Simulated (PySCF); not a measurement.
**Polarisability and C₆ of Ba⁺ (barium, charge +1)**

[Xe] 6s1, 2S determinant. Computed with PySCF 2.14 in aug-cc-pVTZ-X2C (9s8p6d3f, 84 functions), with the spin-free X2C one-electron Hamiltonian (Gaussian nucleus). Coupled (time-dependent) response in atomic units; α is the mean over directions.

| method | mean α (bohr³) | C₆ (like pair) | S(−4) |
| --- | --- | --- | --- |
| UHF | 173.5 | 2080 | 24630 |
| PBE | 129.9 | 1406 | 13450 |
| PBE0 | 141.4 | 1574 | 16080 |

S(−4) is the Cauchy moment in α(ω) = α(0) + S(−4) ω² + …

α(iu) at PBE0:

```tsv
u (hartree)	α(iu) (bohr³)
0	141.4
0.0500	110.6
0.100	69.20
0.200	32.26
0.300	20.35
0.500	12.04
0.750	7.901
1.00	5.644
1.50	3.285
2.00	2.160
3.00	1.176
5.00	0.5475
```

A single London oscillator, α(iu) = α/(1 + u²/ω²), gives C₆ = (3/4) ω α². Matching the computed C₆ needs ω = 4 × 1574 / (3 × 141.4²) = 0.105 hartree.

For an ion, C₆ is the dispersion term alone; charge-induced terms of lower order in 1/R come first.

Spin-orbit coupling, which splits the p, d and f shells strongly at this Z, is absent.
